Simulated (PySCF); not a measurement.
C₃H₅N₃, SMILES N#C/N=C\CN.

Geometry: B3LYP-D3(BJ)/def2-SVP. The structure was generated by enumeration; whether it is a known compound was not checked. Other conformers were not sampled.

These are B3LYP-D3(BJ)/def2-SVP (PySCF 2.14.0) values and carry that method's errors.

No scaling factor is applied to the harmonic values.

```json
[
 {"mode": "1", "ν (cm⁻¹)": "34", "IR (km/mol)": "0.6", "Raman (Å⁴/amu)": "1.1", "depolarisation": "0.70", "moving atoms (share of kinetic energy)": "N 43 %, H 33 %, C 24 %"},
 {"mode": "2", "ν (cm⁻¹)": "148", "IR (km/mol)": "2.0", "Raman (Å⁴/amu)": "6.7", "depolarisation": "0.46", "moving atoms (share of kinetic energy)": "N 62 %, C 23 %, H 14 %"},
 {"mode": "3", "ν (cm⁻¹)": "225", "IR (km/mol)": "2.1", "Raman (Å⁴/amu)": "2.1", "depolarisation": "0.62", "moving atoms (share of kinetic energy)": "N 56 %, C 27 %, H 17 %"},
 {"mode": "4", "ν (cm⁻¹)": "312", "IR (km/mol)": "57.6", "Raman (Å⁴/amu)": "5.3", "depolarisation": "0.52", "moving atoms (share of kinetic energy)": "H 82 %, C 9 %, N 9 %"},
 {"mode": "5", "ν (cm⁻¹)": "393", "IR (km/mol)": "7.7", "Raman (Å⁴/amu)": "1.9", "depolarisation": "0.71", "moving atoms (share of kinetic energy)": "C 52 %, H 28 %, N 20 %"},
 {"mode": "6", "ν (cm⁻¹)": "448", "IR (km/mol)": "0.2", "Raman (Å⁴/amu)": "1.5", "depolarisation": "0.56", "moving atoms (share of kinetic energy)": "C 60 %, N 21 %, H 20 %"},
 {"mode": "7", "ν (cm⁻¹)": "617", "IR (km/mol)": "0.8", "Raman (Å⁴/amu)": "3.7", "depolarisation": "0.26", "moving atoms (share of kinetic energy)": "C 53 %, N 31 %, H 16 %"},
 {"mode": "8", "ν (cm⁻¹)": "674", "IR (km/mol)": "8.3", "Raman (Å⁴/amu)": "3.3", "depolarisation": "0.62", "moving atoms (share of kinetic energy)": "C 50 %, N 37 %, H 13 %"},
 {"mode": "9", "ν (cm⁻¹)": "795", "IR (km/mol)": "231.8", "Raman (Å⁴/amu)": "2.7", "depolarisation": "0.30", "moving atoms (share of kinetic energy)": "H 70 %, N 26 %"},
 {"mode": "10", "ν (cm⁻¹)": "837", "IR (km/mol)": "8.1", "Raman (Å⁴/amu)": "7.0", "depolarisation": "0.47", "moving atoms (share of kinetic energy)": "H 58 %, C 28 %, N 14 %"},
 {"mode": "11", "ν (cm⁻¹)": "966", "IR (km/mol)": "2.1", "Raman (Å⁴/amu)": "1.6", "depolarisation": "0.32", "moving atoms (share of kinetic energy)": "H 72 %, C 25 %"},
 {"mode": "12", "ν (cm⁻¹)": "980", "IR (km/mol)": "13.1", "Raman (Å⁴/amu)": "1.6", "depolarisation": "0.28", "moving atoms (share of kinetic energy)": "N 53 %, C 30 %, H 17 %"},
 {"mode": "13", "ν (cm⁻¹)": "1057", "IR (km/mol)": "3.1", "Raman (Å⁴/amu)": "1.4", "depolarisation": "0.75", "moving atoms (share of kinetic energy)": "C 46 %, H 38 %, N 16 %"},
 {"mode": "14", "ν (cm⁻¹)": "1109", "IR (km/mol)": "6.5", "Raman (Å⁴/amu)": "18.6", "depolarisation": "0.35", "moving atoms (share of kinetic energy)": "C 47 %, N 32 %, H 21 %"},
 {"mode": "15", "ν (cm⁻¹)": "1193", "IR (km/mol)": "4.0", "Raman (Å⁴/amu)": "3.0", "depolarisation": "0.74", "moving atoms (share of kinetic energy)": "H 61 %, C 35 %"},
 {"mode": "16", "ν (cm⁻¹)": "1338", "IR (km/mol)": "3.3", "Raman (Å⁴/amu)": "16.1", "depolarisation": "0.45", "moving atoms (share of kinetic energy)": "H 79 %, C 18 %"},
 {"mode": "17", "ν (cm⁻¹)": "1366", "IR (km/mol)": "1.3", "Raman (Å⁴/amu)": "8.6", "depolarisation": "0.74", "moving atoms (share of kinetic energy)": "H 83 %, N 9 %"},
 {"mode": "18", "ν (cm⁻¹)": "1413", "IR (km/mol)": "4.7", "Raman (Å⁴/amu)": "15.8", "depolarisation": "0.54", "moving atoms (share of kinetic energy)": "H 76 %, N 13 %, C 11 %"},
 {"mode": "19", "ν (cm⁻¹)": "1445", "IR (km/mol)": "6.7", "Raman (Å⁴/amu)": "8.8", "depolarisation": "0.75", "moving atoms (share of kinetic energy)": "H 92 %"},
 {"mode": "20", "ν (cm⁻¹)": "1637", "IR (km/mol)": "21.7", "Raman (Å⁴/amu)": "8.5", "depolarisation": "0.67", "moving atoms (share of kinetic energy)": "H 91 %"},
 {"mode": "21", "ν (cm⁻¹)": "1723", "IR (km/mol)": "120.5", "Raman (Å⁴/amu)": "104.6", "depolarisation": "0.26", "moving atoms (share of kinetic energy)": "C 54 %, N 43 %"},
 {"mode": "22", "ν (cm⁻¹)": "2323", "IR (km/mol)": "59.8", "Raman (Å⁴/amu)": "214.8", "depolarisation": "0.26", "moving atoms (share of kinetic energy)": "C 63 %, N 37 %"},
 {"mode": "23", "ν (cm⁻¹)": "3032", "IR (km/mol)": "11.0", "Raman (Å⁴/amu)": "122.4", "depolarisation": "0.16", "moving atoms (share of kinetic energy)": "H 94 %"},
 {"mode": "24", "ν (cm⁻¹)": "3091", "IR (km/mol)": "2.7", "Raman (Å⁴/amu)": "123.1", "depolarisation": "0.46", "moving atoms (share of kinetic energy)": "H 91 %, C 9 %"},
 {"mode": "25", "ν (cm⁻¹)": "3104", "IR (km/mol)": "18.4", "Raman (Å⁴/amu)": "35.5", "depolarisation": "0.16", "moving atoms (share of kinetic energy)": "H 91 %, C 9 %"},
 {"mode": "26", "ν (cm⁻¹)": "3500", "IR (km/mol)": "2.6", "Raman (Å⁴/amu)": "119.5", "depolarisation": "0.09", "moving atoms (share of kinetic energy)": "H 96 %"},
 {"mode": "27", "ν (cm⁻¹)": "3585", "IR (km/mol)": "4.7", "Raman (Å⁴/amu)": "61.5", "depolarisation": "0.74", "moving atoms (share of kinetic energy)": "H 91 %, N 9 %"}
]
```
